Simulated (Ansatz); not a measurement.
`ClC1C[SiH2][SiH2]1` + H–F → `FC1C[SiH2][SiH2]1` + HCl  (substitution at a C–Cl bond)

Program: Ansatz. Geometries: PBE0-D4/def2-TZVP. ΔE: electronic, gas phase. CCSD(T)/CBS is the MP2 limit (def2-TZVPP, def2-QZVPP) plus CCSD(T) − MP2 in def2-TZVPP, frozen cores. This one scheme is used for every species. DFT in def2-TZVPP. HSE06 is defined as in plane-wave codes.

`ClC1C[SiH2][SiH2]1`:

```xyz
12

Cl    1.613    1.625   -0.711
C     1.105    0.243    0.324
C    -0.229    0.582    1.012
Si   -1.434    0.135   -0.405
Si    0.474   -1.126   -0.864
H     1.935    0.053    1.004
H    -0.258    1.585    1.443
H    -0.390   -0.137    1.824
H    -1.749    1.257   -1.324
H    -2.704   -0.511    0.021
H     1.188   -1.261   -2.158
H     0.448   -2.444   -0.166
```

H–F:

```xyz
2

F    -0.045   -0.447    0.098
H     0.045    0.447   -0.098
```

`FC1C[SiH2][SiH2]1`:

Cartesian coordinates in Å:
```
F -0.679 -0.914 1.725
C -0.856 -0.741 0.346
C -0.901 0.765 0.051
Si 0.975 1.126 0.016
Si 0.831 -1.144 -0.504
H -1.767 -1.280 0.072
H -1.543 1.312 0.747
H -1.297 0.914 -0.959
H 1.547 1.454 1.347
H 1.429 2.144 -0.969
H 1.625 -2.250 0.089
H 0.636 -1.386 -1.962
```

HCl:

Cartesian coordinates in Å:
```
Cl -0.551 -0.287 -0.152
H 0.551 0.287 0.152
```

CCSD(T)/CBS gives +39.5 kJ/mol.

Question: Another level gave +48.0 kJ/mol. Which?
A. LC-ωPBE/def2-TZVPP
B. HSE06-D4/def2-TZVPP
C. SCS-MP2/def2-TZVPP
D. MP2/def2-TZVPP

Answer: D. MP2/def2-TZVPP 48.0, HSE06-D4 32.0, LC-ωPBE 22.1, SCS-MP2/def2-TZVPP 38.3 kJ/mol.

Largest T1 diagnostic among the species: 0.013.

At CCSD(T), def2-SVP lies −22.3 kJ/mol from the extrapolated value and def2-TZVPP −6.3 kJ/mol. From BLYP to BHLYP (50 % exact exchange), in def2-TZVPP and without D4, ΔE moves by +5.9 kJ/mol.
